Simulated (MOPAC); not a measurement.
Input file for MOPAC: PM7 on CH5BrO (a complex).

```
PM7 1SCF PRECISE CHARGE=0 THREADS=1
CH5BrO

O      0.34622330 1     0.03161449 1    -0.11398864 1
H     -0.02326593 1     0.55664892 1     0.60845326 1
H     -0.32053056 1     0.05273740 1    -0.80785887 1
C      0.01681935 1    -1.46079453 1     2.85770033 1
Br    -0.86776384 1     0.27475873 1     3.11970748 1
H      0.88117955 1    -1.48064499 1     3.51155697 1
H      0.29923034 1    -1.51220679 1     1.81190581 1
H     -0.70049634 1    -2.22837417 1     3.12497076 1
```

Output:

```
*******************************************************************************
 **                                                                           **
 **                              MOPAC v23.2.5                                **
 **                                                                           **
 *******************************************************************************
 ** MOPAC's Digital Object Identifier: https://doi.org/10.5281/zenodo.6511958 **
 **                                                                           **
 ** Please cite the open-source release paper for use of this MOPAC version:  **
 ** J. E. Moussa and J. J. P. Stewart (2026)                                  **
 ** MOPAC: An open-source semiempirical molecular orbital program             **
 ** J. Open Source Softw., 11(119), 8025, https://doi.org/10.21105/joss.08025 **
 *******************************************************************************

                              PM7 CALCULATION RESULTS

 *******************************************************************************
 *  PM7        - The PM7 Hamiltonian to be used
 *
 *
 *
 *                 CHARGE ON SYSTEM = 0
 *
 *
 *
 *  PRECISE    - TIGHTER CRITERIA TO BE USED
 *  1SCF       - DO 1 SCF AND THEN STOP
 *  THREADS=1  - MULTI-THREADING NOT USED
 *  T=         - A TIME OF 172800.0 SECONDS REQUESTED
 *  DUMP=N     - RESTART FILE WRITTEN EVERY 7200.0 SECONDS REQUESTED
 *******************************************************************************
PM7 1SCF PRECISE CHARGE=0 THREADS=1
 CH5BrO

   ATOM   CHEMICAL          X               Y               Z
  NUMBER   SYMBOL      (ANGSTROMS)     (ANGSTROMS)     (ANGSTROMS)

     1       O          0.34622330  *   0.03161449  *  -0.11398864  *
     2       H         -0.02326593  *   0.55664892  *   0.60845326  *
     3       H         -0.32053056  *   0.05273740  *  -0.80785887  *
     4       C          0.01681935  *  -1.46079453  *   2.85770033  *
     5      Br         -0.86776384  *   0.27475873  *   3.11970748  *
     6       H          0.88117955  *  -1.48064499  *   3.51155697  *
     7       H          0.29923034  *  -1.51220679  *   1.81190581  *
     8       H         -0.70049634  *  -2.22837417  *   3.12497076  *



          CARTESIAN COORDINATES

    NO.       ATOM           X           Y           Z

     1         O          0.3462      0.0316     -0.1140
     2         H         -0.0233      0.5566      0.6085
     3         H         -0.3205      0.0527     -0.8079
     4         C          0.0168     -1.4608      2.8577
     5        Br         -0.8678      0.2748      3.1197
     6         H          0.8812     -1.4806      3.5116
     7         H          0.2992     -1.5122      1.8119
     8         H         -0.7005     -2.2284      3.1250

 General Reference for PM7:
 "Optimization of Parameters for Semiempirical Methods VI: More Modifications to the
 NDDO Approximations and Re-optimization of Parameters", J. J. P. Stewart, J. Mol. Mod., 1:32, 19 (2013)
 https://link.springer.com/article/10.1007/s00894-012-1667-x

           Empirical Formula: C H5 O Br  =     8 atoms



      MOLECULAR POINT GROUP   :   C1


      RHF CALCULATION, NO. OF DOUBLY OCCUPIED LEVELS = 11


 -------------------------------------------------------------------------------
 PM7 1SCF PRECISE CHARGE=0 THREADS=1
 CH5BrO



     1SCF WAS SPECIFIED, SO BFGS WAS NOT USED
     SCF FIELD WAS ACHIEVED


                              PM7 CALCULATION
                                                       MOPAC v23.2.5 Linux




          FINAL HEAT OF FORMATION =        -66.11660 KCAL/MOL =    -276.63184 KJ/MOL


          COSMO AREA              =        110.34 SQUARE ANGSTROMS
          COSMO VOLUME            =         92.15 CUBIC ANGSTROMS

          IONIZATION POTENTIAL    =         10.394916 EV
          HOMO LUMO ENERGIES (EV) =        -10.395  0.350
          NO. OF FILLED LEVELS    =         11
          MOLECULAR WEIGHT        =        112.9539         POINT GROUP:  C1

          MOLECULAR DIMENSIONS (Angstroms)

            Atom       Atom       Distance
            H     6    H     3     4.73843
           Br     5    H     8     2.35771
            O     1    H     8     1.95487


          SCF CALCULATIONS        =          1





   ATOM   CHEMICAL          X               Y               Z
  NUMBER   SYMBOL      (ANGSTROMS)     (ANGSTROMS)     (ANGSTROMS)

     1       O          0.34622330  *   0.03161449  *  -0.11398864  *
     2       H         -0.02326593  *   0.55664892  *   0.60845326  *
     3       H         -0.32053056  *   0.05273740  *  -0.80785887  *
     4       C          0.01681935  *  -1.46079453  *   2.85770033  *
     5      Br         -0.86776384  *   0.27475873  *   3.11970748  *
     6       H          0.88117955  *  -1.48064499  *   3.51155697  *
     7       H          0.29923034  *  -1.51220679  *   1.81190581  *
     8       H         -0.70049634  *  -2.22837417  *   3.12497076  *

                             CARTESIAN COORDINATES

   1    O        0.346223300     0.031614490    -0.113988640
   2    H       -0.023265930     0.556648920     0.608453260
   3    H       -0.320530560     0.052737400    -0.807858870
   4    C        0.016819350    -1.460794530     2.857700330
   5   Br       -0.867763840     0.274758730     3.119707480
   6    H        0.881179550    -1.480644990     3.511556970
   7    H        0.299230340    -1.512206790     1.811905810
   8    H       -0.700496340    -2.228374170     3.124970760


           Empirical Formula: C H5 O Br  =     8 atoms



      MOLECULAR POINT GROUP   :   C1


                  EIGENVALUES
 -29.42168 -26.62837 -23.32342 -17.77865 -15.19046 -15.13948 -14.23565 -12.93209
 -12.09035 -10.42493 -10.39492   0.35006   4.00832   5.02986   5.15871   5.90226
   6.32113 257.53957 257.58851 257.62691 258.18810 258.21416


              NET ATOMIC CHARGES AND DIPOLE CONTRIBUTIONS

  ATOM NO.   TYPE          CHARGE      No. of ELECS.   s-Pop       p-Pop       d-Pop
    1          O          -0.663476        6.6635     1.81939     4.84408
    2          H           0.331175        0.6688     0.66882
    3          H           0.327506        0.6725     0.67249
    4          C          -0.383526        4.3835     1.09498     3.28855
    5         Br          -0.121728        7.1217     1.96021     5.15780     0.00372
    6          H           0.165517        0.8345     0.83448
    7          H           0.181655        0.8183     0.81835
    8          H           0.162878        0.8371     0.83712
 DIPOLE           X         Y         Z       TOTAL
 POINT-CHG.    -0.755    -0.842    -0.211     1.150
 HYBRID        -0.274     0.115     0.040     0.300
 SUM           -1.029    -0.727    -0.171     1.271


          ATOMIC ORBITAL ELECTRON POPULATIONS

     Atom    s        px        py        pz      x^2-y^2     xz        z^2       yz        xy
    1  O   1.81939   1.57249   1.82024   1.45136
    2  H   0.66882
    3  H   0.67249
    4  C   1.09498   1.13045   0.96192   1.19618
    5 Br   1.96021   1.82918   1.34875   1.97987   0.00098   0.00024   0.00064   0.00059   0.00127
    6  H   0.83448
    7  H   0.81835
    8  H   0.83712

 **********************
 *                    *
 * JOB ENDED NORMALLY *
 *                    *
 **********************




 == MOPAC DONE ==
```

The run finished.

Cost: roughly 0.04 core-seconds.
